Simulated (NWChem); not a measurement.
System: ZnH2; SMILES [ZnH2]

Input file for NWChem:

```
start job
memory heap 200 mb stack 900 mb global 1100 mb
geometry units angstroms noautosym nocenter noautoz
  Zn     0.000000     0.000000     0.000000
  H      0.000000     0.000000    -1.541123
  H      0.000000     0.000000     1.541123
end
basis spherical
  * library def2-svp
end
dft
  xc xpbe96 cpbe96
  iterations 150
  vectors input atomic output neutral.movecs
end
task dft energy
charge 1
dft
  odft
  mult 2
  vectors input atomic output cation.movecs
end
task dft energy
```

Output (shortened):

```
             Northwest Computational Chemistry Package (NWChem) 7.3.0
             --------------------------------------------------------

                             Geometry "geometry" -> ""
                             -------------------------

 Output coordinates in angstroms (scale by  1.889725989 to convert to a.u.)

  No.       Tag          Charge          X              Y              Z
 ---- ---------------- ---------- -------------- -------------- --------------
    1 Zn                  30.0000     0.00000000     0.00000000     0.00000000
    2 H                    1.0000     0.00000000     0.00000000    -1.54112300
    3 H                    1.0000     0.00000000     0.00000000     1.54112300

 Effective nuclear repulsion energy (a.u.)      20.7739574093

  pbe96 is a nonlocal functional; adding pw91lda local functional.

                                 NWChem DFT Module
                                 -----------------

 Summary of "ao basis" -> "ao basis" (spherical)
 ------------------------------------------------------------------------------
       Tag                 Description            Shells   Functions and Types
 ---------------- ------------------------------  ------  ---------------------
 Zn                         def2-svp                11       31   5s3p2d1f
 H                          def2-svp                 3        5   2s1p

            General Information
            -------------------
          SCF calculation type: DFT
          Wavefunction type:  closed shell.
          No. of atoms     :     3
          No. of electrons :    32
           Alpha electrons :    16
            Beta electrons :    16
          Charge           :     0
          Spin multiplicity:     1
          Use of symmetry is: off; symmetry adaption is: off
          Maximum number of iterations: 150
          AO basis - number of functions:    41
                     number of shells:    17
          Convergence on energy requested:  1.00D-06
          Convergence on density requested:  1.00D-05
          Convergence on gradient requested:  5.00D-04

              XC Information
              --------------
          PerdewBurkeErnzerhof Exchange Functional  1.000
            Perdew 1991 LDA Correlation Functional  1.000 local
           PerdewBurkeErnz. Correlation Functional  1.000 non-local

             Grid Information
             ----------------
          Grid used for XC integration:  medium
          Radial quadrature: Mura-Knowles
          Angular quadrature: Lebedev.
          Tag              B.-S. Rad. Rad. Pts. Rad. Cut. Ang. Pts.
          ---              ---------- --------- --------- ---------
          Zn                  1.35      112           7.0       590
          H                   0.35       45           9.0       434
          Grid pruning is: on
          Number of quadrature shells:   202
          Spatial weights used:  Erf1

      Superposition of Atomic Density Guess
      -------------------------------------

 Sum of atomic energies:       -1778.56003794

      Non-variational initial energy
      ------------------------------

 Total energy =   -1778.666491
 1-e energy   =   -2526.156551
 2-e energy   =     726.716102
 HOMO         =      -0.307829
 LUMO         =       0.071857

   convergence    iter        energy       DeltaE   RMS-Dens  Diis-err
 ---------------- ----- ----------------- --------- --------- ---------
 d= 0,ls=0.0,diis     1  -1779.9995591606 -1.80D+03  1.71D-02  7.74D-02
 d= 0,ls=0.0,diis     2  -1780.0071358269 -7.58D-03  3.24D-03  1.17D-01
 d= 0,ls=0.0,diis     3  -1780.0135102159 -6.37D-03  2.30D-03  6.40D-03
 d= 0,ls=0.0,diis     4  -1780.0139996937 -4.89D-04  6.05D-04  3.84D-04
 d= 0,ls=0.0,diis     5  -1780.0140498559 -5.02D-05  4.04D-05  1.24D-06
 d= 0,ls=0.0,diis     6  -1780.0140501539 -2.98D-07  2.86D-06  1.12D-08

         Total DFT energy =    -1780.014050153911
      One electron energy =    -2523.487424635978
           Coulomb energy =      794.217803011258
    Exchange-Corr. energy =      -71.518385938484
 Nuclear repulsion energy =       20.773957409293

 Numeric. integr. density =       31.999989748120

                       DFT Final Molecular Orbital Analysis
                       ------------------------------------

 Vector   14  Occ=2.000000D+00  E=-4.002133D-01
              MO Center=  7.1D-10,  7.4D-10, -6.0D-10, r^2= 2.8D-01
   Bfn.  Coefficient  Atom+Function         Bfn.  Coefficient  Atom+Function
  ----- ------------  ---------------      ----- ------------  ---------------
    18     -0.596192  1 Zn d  1              16      0.590740  1 Zn d -1
    23     -0.223444  1 Zn d  1              21      0.221400  1 Zn d -1

 Vector   15  Occ=2.000000D+00  E=-2.975689D-01
              MO Center= -8.9D-10, -1.1D-09, -1.8D-08, r^2= 2.1D+00
   Bfn.  Coefficient  Atom+Function         Bfn.  Coefficient  Atom+Function
  ----- ------------  ---------------      ----- ------------  ---------------
     4      0.657469  1 Zn s                  3     -0.342873  1 Zn s
    17     -0.320057  1 Zn d  0              32      0.196902  2 H  s
    37      0.196902  3 H  s                 22     -0.110591  1 Zn d  0
    33      0.083667  2 H  s                 38      0.083667  3 H  s
     5      0.081753  1 Zn s                  2      0.075954  1 Zn s

 Vector   16  Occ=2.000000D+00  E=-2.412859D-01
              MO Center= -8.2D-10, -1.2D-09,  3.7D-08, r^2= 3.0D+00
   Bfn.  Coefficient  Atom+Function         Bfn.  Coefficient  Atom+Function
  ----- ------------  ---------------      ----- ------------  ---------------
    32      0.326530  2 H  s                 37     -0.326530  3 H  s
    14     -0.288213  1 Zn pz                33      0.274246  2 H  s
    38     -0.274246  3 H  s                 11      0.167283  1 Zn pz
     8     -0.055137  1 Zn pz

[...]
```

Level: PBE/def2-SVP, vertical spin-unrestricted ions. All runs use the structure optimised with B3LYP/6-31G* (spherical d).
